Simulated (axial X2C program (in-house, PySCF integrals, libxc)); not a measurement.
**Potential curves of TaSe, 2c**

Computed with an axial X2C code built on PySCF integrals. Two-component (2c) means X2C with spin–orbit coupling and atomic mean-field two-electron Coulomb and Gaunt terms. Basis: Ta dyall-cv3z [13s14p9d7f4g], Se dyall-cv3z [8s9p6d4f1g] (cores contracted in-house); Gaussian nuclei, density fitting, unrestricted open shells. Masses: Ta 180.948 u, Se 79.917 u.

State: Ω = 3/2 (⟨Sz⟩ = 1.49, ⟨Lz⟩ = 0.01 at PBE0). Energies in cm⁻¹ from the lowest point of each curve. Fits are polynomials in 1 − R0/R over 0.85 to 1.23 times the lowest point R0.

```
 R (Å)   PBE0
1.9653  12867
2.0557   5327
2.1235   2107
2.1912    455
2.2590      0
2.3381    602
2.4171   2080
2.5188   4833
2.6430   8922
2.8237  15323
```

The state is one determinant whose occupation by symmetry is held fixed; it was picked as the lowest of a PBE0 search that is not exhaustive. Density functionals use the spin component along the axis (collinear). Other states lie close and PBE0, whose exact exchange favours high spin, may order them wrongly; the determinant shown need not be the ground state. The nearest other 2c determinant of the search, Ω = 3/2, lies 0.01 eV up at the distance of the search. With several unpaired electrons one determinant need not be a pure state. This is the top spin component of a Σ state; components of lower Ω are not single determinants and can lie lower. The determinant is spin-polarised beyond a pure state at some levels (its spin-free form has ⟨S²⟩ too high), which makes Re and μ there less reliable.

Task: Fit the PBE0 curve near its minimum: give the equilibrium distance and the harmonic wavenumber.

Result: At PBE0, 2c: Re = 2.256 Å, ωe ≈ 348 cm⁻¹; Be follows as 0.0598 cm⁻¹.
